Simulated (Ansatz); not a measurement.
Ansatz (a program for electronic structure) input for Ge(F)2(Br)(OH) (BrF2GeHO), SMILES [OH][Ge]([F])([F])[Br], PBE/def2-SVPD. Coordinates come from a r2SCAN-D4/def2-SVP optimisation. The values are those of a single conformer.

Ansatz 0.2 input:
```yaml
crystal:
  periodic: [false, false, false]
  atoms:
    - {symbol: O, position_ang: [1.64338207, 1.24879852, -0.00000001]}
    - {symbol: Ge, position_ang: [0.00581779, 0.65159661, 0.00000000]}
    - {symbol: F, position_ang: [-0.85755073, 1.26851820, 1.35556665]}
    - {symbol: F, position_ang: [-0.85755076, 1.26851821, -1.35556663]}
    - {symbol: Br, position_ang: [0.01214456, -1.59692398, -0.00000000]}
    - {symbol: H, position_ang: [1.67762789, 2.21753185, -0.00000001]}
basis:
  gaussian:
    orbitals: def2-SVPD
hamiltonian:
  xc: {name: PBE}
```

Output:

```
WARN ansatz: RAYON_NUM_THREADS=1 ignored (pool sized by the plan → 1); use --threads N
Functional definition: PBE
integrals: 0.12 GiB planned
1467 factors; their error is unknown
mean field: 0.62 GiB planned
mean field evaluation 1: about -134008.8567 eV, gradient 7.9e1 eV
mean field evaluation 2: about -133956.2209 eV, gradient 1.8e2 eV
mean field evaluation 4: about -134018.0135 eV, gradient 2.0e1 eV
mean field evaluation 8: about -134018.6576 eV, gradient 1.1e-1 eV
mean field evaluation 16: about -134018.6004 eV, gradient 1.6e-4 eV
mean field -134018.60039640 eV, -4925.0927234975 hartree, gradient 1.7e-5 eV, S^2 0.000000; 0 other end points of the search recorded, 0 dependent functions left out
reference -134018.60045030 eV, -4925.0927254784 hartree; 47, 47 occupied and 109, 109 virtual orbitals, 1467 factors
Total energy: -134018.60045030 eV, -4925.0927254784 hartree
```

Self-consistency was reached.

Cost: around 3 core-seconds (rough).
